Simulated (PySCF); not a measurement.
SMILES C#C[SiH2]C#N, singlet (PBE/def2-SVP optimised geometry):

```
8

C      2.301    -2.465    -2.292
C      1.890    -1.761    -1.373
Si     1.296    -0.709     0.000
C     -0.570    -0.709     0.000
N     -1.743    -0.697     0.015
H      2.662    -3.086    -3.103
H      1.743     0.709    -0.176
H      1.743    -1.249     1.324
```

Method: PBE/def2-TZVP (PySCF).

What are the frontier orbital energies and the dipole moment?

HOMO-2 -8.48 eV, HOMO-1 -7.69 eV, HOMO -7.61 eV, LUMO -2.12 eV, LUMO+1 -2.04 eV; dipole moment 3.70 D.

Meta-Löwdin charges at PBE/def2-TZVP: C1 -0.12, C2 -0.28, Si3 0.61, C4 -0.14, N5 -0.15, H6 0.18, H7 -0.05, H8 -0.05.
